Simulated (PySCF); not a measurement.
B3LYP has the VWN-RPA correlation part, as in Gaussian. 

```xyz
11

C     -1.7436    -0.0223     0.0373
N     -0.3684     0.3682    -0.1987
B      0.7756    -0.3587     0.1879
N      2.0928     0.0844    -0.0767
H     -2.2791     0.7089     0.6519
H     -2.3011    -0.1497    -0.8965
H     -1.7563    -0.9746     0.5656
H     -0.2690     1.2454    -0.6865
H      0.6286    -1.3960     0.7650
H      2.3230     0.9393    -0.5542
H      2.8974    -0.4448     0.2050
```

Charge 0, multiplicity 1.

Q: Give the Mulliken and meta-Löwdin atomic charges from B3LYP-D3(BJ)/def2-TZVP (PySCF).

A: 
| atom | Mulliken (e) | meta-Löwdin (e) |
|---|---|---|
| C1 | -0.21 | -0.21 |
| N2 | -0.32 | -0.34 |
| B3 | 0.16 | 0.07 |
| N4 | -0.51 | -0.50 |
| H5 | 0.10 | 0.10 |
| H6 | 0.10 | 0.10 |
| H7 | 0.12 | 0.12 |
| H8 | 0.18 | 0.21 |
| H9 | -0.05 | -0.02 |
| H10 | 0.20 | 0.22 |
| H11 | 0.23 | 0.24 |
